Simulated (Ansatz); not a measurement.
`[SiH3]/C=[CH]\[GaH2]` + `BO` → `O[BH][GaH2]` + `C=C[SiH3]` at 600 K and 1 bar (formal exchange of groups at a Ga–C bond).

Calculated with Ansatz (gas phase, PBE0-D4/def2-TZVP geometries, no zero-point term in ΔE). CCSD(T)/CBS is the MP2 limit (def2-TZVPP, def2-QZVPP) plus CCSD(T) − MP2 in def2-TZVPP, frozen cores. This one scheme is used for every species. For Ga outer-core shells are correlated without core-valence functions, which leaves a few kJ/mol of doubt a bond. Scalar relativity is left out up to krypton. One conformer a species, not always the lowest.

| species | CCSD(T)/CBS energy (Eh) | H − E (kJ/mol) | S (J/(mol·K)) |
| --- | --- | --- | --- |
| `[SiH3]/C=[CH]\[GaH2]` | -2293.28490 | 248.2 | 436.3 |
| `BO` | -101.80414 | 119.7 | 267.1 |
| `O[BH][GaH2]` | -2026.31965 | 150.8 | 369.1 |
| `C=C[SiH3]` | -368.76077 | 221.4 | 355.7 |

H − E and S are ideal-gas, rigid-rotor, harmonic terms from PBE0-D4/def2-TZVP, for one conformer and one mirror image of each species. 1 Eh = 2625.50 kJ/mol, R = 8.31446 J/(mol·K).

Question: By hand: ΔE, ΔH, ΔS and ΔG.

Answer: ΔE = (-2026.31965) + (-368.76077) − (-2293.28490) − (-101.80414) = 0.00862 Eh = 22.6 kJ/mol. Δ(H − E) = 150.8 + 221.4 − 248.2 − 119.7 = 4.3, so ΔH = 26.9 kJ/mol. ΔS = 369.1 + 355.7 − 436.3 − 267.1 = 21.4 J/(mol·K). ΔG = 26.9 − 600 × (21.4)/1000 = 14.1 kJ/mol.

Question: By hand: the equilibrium constant, and the temperature at which ΔG would vanish if ΔH and ΔS stayed fixed.

Answer: log₁₀ K = −ΔG/(RT ln 10) = -1.2. ΔG = 0 at ΔH/ΔS = 1257 K.

TΔS isn't small against ΔH here. A doubt of 5 kJ/mol in ΔE shifts log₁₀ K by 0.4 here. Other conformers and mirror images would add mixing entropy, several J/(mol·K) or more a flexible species. These are equilibria of isolated gas molecules and say nothing of rates. Largest T1 diagnostic: 0.014 (customary marks: 0.02 for closed shells, 0.045 for open ones).
